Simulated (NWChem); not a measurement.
Program: NWChem. System: H2GeS, charge 0, spin multiplicity 1, at a geometry optimised with B3LYP/def2-SVP. The structure started from a generated list of species. Level: MP2/def2-TZVP, 14 core orbitals frozen.

Part of the output:

```
             Northwest Computational Chemistry Package (NWChem) 7.3.0
             --------------------------------------------------------

                                NWChem Input Module
                                -------------------

 Scaling coordinates for geometry "geometry" by  1.889725989
 (inverse scale =  0.529177249)

 Turning off AUTOSYM since
 SYMMETRY directive was detected!

                             Geometry "geometry" -> ""
                             -------------------------

 Output coordinates in angstroms (scale by  1.889725989 to convert to a.u.)

  No.       Tag          Charge          X              Y              Z
 ---- ---------------- ---------- -------------- -------------- --------------
    1 Ge                  32.0000    -0.53240900    -0.55093100     0.00000000
    2 H                    1.0000     0.64020100    -1.64338000     0.00000000
    3 S                   16.0000     1.01547600     1.07237500     0.00000000
    4 H                    1.0000     0.14925400     2.11517000     0.00000000

 Effective nuclear repulsion energy (a.u.)     146.9859637337

            Nuclear Dipole moment (a.u.)
            ----------------------------
        X                 Y               Z
 ---------------- ---------------- ----------------
    -0.0000321253    -0.0000037795     0.0000000000

      Symmetry information
      --------------------

 Group name             Cs
 Group number              2
 Group order               2
 No. of unique centers     4

      Symmetry unique atoms

     1    2    3    4


 Summary of "ao basis" -> "" (spherical)
 ------------------------------------------------------------------------------
       Tag                 Description            Shells   Functions and Types
 ---------------- ------------------------------  ------  ---------------------
 *                         def2-tzvp                  on all atoms

 Summary of "ao basis" -> "ao basis" (spherical)
 ------------------------------------------------------------------------------
       Tag                 Description            Shells   Functions and Types
 ---------------- ------------------------------  ------  ---------------------
 Ge                        def2-tzvp                16       48   6s5p4d1f
 H                         def2-tzvp                 4        6   3s1p
 S                         def2-tzvp                13       37   5s5p2d1f

                                 NWChem SCF Module
[...]
 -----------   ------   -------------------------------------------------------
    1 Ge  32    31.73   2.00  2.00  1.17  0.78  0.98  0.84  5.98  4.42  1.58  0.99  0.81  8.92  1.09  0.04  0.11  0.02
    2 H    1     1.03   0.22  0.57  0.23  0.01
    3 S   16    16.39   2.01  0.49  1.48  1.04  0.83  4.18  1.69  0.87  2.41  1.29  0.03  0.07  0.01
    4 H    1     0.85   0.23  0.49  0.10  0.02

       Multipole analysis of the density wrt the origin
       ------------------------------------------------

     L   x y z        total         open         nuclear
     -   - - -        -----         ----         -------
     0   0 0 0     -0.000000      0.000000     50.000000

     1   1 0 0     -0.492671      0.000000     -0.000032
     1   0 1 0     -0.061702      0.000000     -0.000004
     1   0 0 1      0.000000      0.000000      0.000000

     2   2 0 0    -26.865563      0.000000     92.854447
     2   1 1 0     -0.812887      0.000000     93.109793
     2   1 0 1     -0.000000      0.000000      0.000000
     2   0 2 0    -22.861470      0.000000    126.013043
     2   0 1 1     -0.000000      0.000000      0.000000
     2   0 0 2    -23.194375      0.000000      0.000000

                   NWChem MP2 Semi-direct Energy/Gradient Module
                   ---------------------------------------------

  Basis functions       =     97
  Molecular orbitals    =     97
  Frozen core           =     14
  Frozen virtuals       =      0
  Active alpha occupied =     11
  Active beta occupied  =     11
  Active alpha virtual  =     72
  Active beta virtual   =     72
  Use MO symmetry       = T
  Use skeleton AO sym   = T

  AO/Fock/Back tols     =   1.0D-09  1.0D-09  1.0D-09

 GA uses MA = F    GA memory limited = T

 Available:
  local mem=  1.15D+08
 global mem=  1.31D+08
 local disk=  0.00D+00
  mp2_memr nvloc                    72
  nvloc new                    72
   1 passes of  11:        4194304                      58778                  12561922.
   1 passes of  11: M    114674962           G      131053182           F     110480658.

 Semi-direct pass number   1 of   1  for RHF alpha+beta  at        4.6s
  vrange nnbf                  4659
  mp2_eaftype                    47  avail_ma_in_mb                   999
 EAF : mp2_eaftype filesize          47    6280961.
  mp2_eaf for mointskh                     47
Node 0 wrote     29.5 Mb in      0.0 s     Agg I/O rate:  1988.7 Mb/s
 Done moints_semi at       12.4s
  mp2_eaftype                    47  avail_ma_in_mb                   952
 EAF : mp2_eaftype filesize          47    6280961.
  mp2_eaf for kh                    47
 Done maket at       12.6s
 Done multipass loop at       12.6s

          -------------------------------------------
          SCF energy               -2474.078186911449
          Correlation energy          -0.402280936888
          Singlet pairs               -0.242076617872
          Triplet pairs               -0.160204319016
          Total MP2 energy         -2474.480467848337
          -------------------------------------------

          ---------------------------------------------------
                    Spin Component Scaled (SCS) MP2
          Same spin pairs                     -0.106802879344
          Same spin scaling factor             0.333333333333
          Opposite spin pairs                 -0.295478057544
          Opposite spin scaling fact.          1.200000000000
          SCS-MP2 correlation energy          -0.390174628834
          Total SCS-MP2 energy             -2474.468361540283
          ---------------------------------------------------

 -----------------------
 Performance information
 -----------------------

 Timer overhead =  2.21D-07 seconds/call

               Nr. of calls         CPU time (s)                 Wall time (s)                GFlops
             ---------------    -------------------     ------------------------------   -------------------
Name         Min   Avg   Max    Min     Avg     Max     Min     Avg     Max   Mx/calls   Min     Max     Sum
mp2: moin     1     1     1    7.8     7.8     7.8      7.8     7.8     7.8     7.8      0.0     0.0     0.0
mp2: make     1     1     1   0.18    0.18    0.18     0.18    0.18    0.18    0.18      0.0     0.0     0.0
mp2: tota     1     1     1    8.1     8.1     8.1      8.1     8.1     8.1     8.1      0.0     0.0     0.0

 The average no. of pstat calls per process was 3.00D+00
 with a timing overhead of 6.64D-07s

 Task  times  cpu:       12.6s     wall:       12.6s

 Total times  cpu:       12.6s     wall:       12.6s
```

Q: Write an NWChem input that would produce this output.

A: This is not unique; one that fits is 
```
start mol
memory heap 200 mb stack 800 mb global 1000 mb
geometry units angstroms nocenter noautoz
  Ge    -0.532409    -0.550931     0.000000
  H      0.640201    -1.643380     0.000000
  S      1.015476     1.072375     0.000000
  H      0.149254     2.115170     0.000000
  symmetry group Cs
end
basis spherical
  * library def2-tzvp
end
scf
  rhf
  nopen 0
  maxiter 100
  thresh 1e-7
  semidirect memsize 60000000 filesize 0
end
mp2
  freeze core 14
end
task mp2 energy
```
